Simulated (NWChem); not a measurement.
# SiH₂BrCl; SMILES Cl[SiH2]Br

Program: NWChem. Medium grid unless said otherwise, to which SCAN and Minnesota functionals are sensitive. Coordinates come from a PBE0/def2-SVP optimisation. Total energies of different functionals are on different scales.

```json
[
 {"level": "B3LYP/def2-SVP", "energy (Ha)": "-3324.6488", "highest occupied level (eV)": "-8.27", "orbital gap (eV)": "8.03", "dipole (D)": "1.20"},
 {"level": "PBE/def2-SVP", "energy (Ha)": "-3323.8567", "highest occupied level (eV)": "-7.24", "orbital gap (eV)": "6.25", "dipole (D)": "1.11"},
 {"level": "LDA (Slater exchange, VWN5)/def2-SVP", "energy (Ha)": "-3318.3803", "highest occupied level (eV)": "-7.31", "orbital gap (eV)": "6.09", "dipole (D)": "1.14"},
 {"level": "MPW1K/def2-SVP", "energy (Ha)": "-3324.7995", "highest occupied level (eV)": "…", "orbital gap (eV)": "…", "dipole (D)": "…"},
 {"level": "N12/def2-SVP", "energy (Ha)": "-3326.0156", "highest occupied level (eV)": "-7.06", "orbital gap (eV)": "6.25", "dipole (D)": "1.14"},
 {"level": "PBE0/def2-SVP", "energy (Ha)": "-3324.0177", "highest occupied level (eV)": "-8.60", "orbital gap (eV)": "8.51", "dipole (D)": "1.28"},
 {"level": "B97-2/def2-SVP", "energy (Ha)": "-3325.3170", "highest occupied level (eV)": "-8.36", "orbital gap (eV)": "8.22", "dipole (D)": "1.29"},
 {"level": "TPSSh/def2-SVP", "energy (Ha)": "-3324.5449", "highest occupied level (eV)": "-7.98", "orbital gap (eV)": "7.49", "dipole (D)": "1.26"},
 {"level": "MN15/def2-SVP", "energy (Ha)": "-3324.6254", "highest occupied level (eV)": "-9.23", "orbital gap (eV)": "9.73", "dipole (D)": "1.20"},
 {"level": "LRC-wPBEh/def2-SVP", "energy (Ha)": "-3324.0236", "highest occupied level (eV)": "-10.48", "orbital gap (eV)": "12.07", "dipole (D)": "1.33"}
]
```

### Question
Some entries are withheld; supply them.

### Answer

- MPW1K/def2-SVP, highest occupied level (eV): -9.61
- MPW1K/def2-SVP, orbital gap (eV): 10.15
- MPW1K/def2-SVP, dipole (D): 1.40
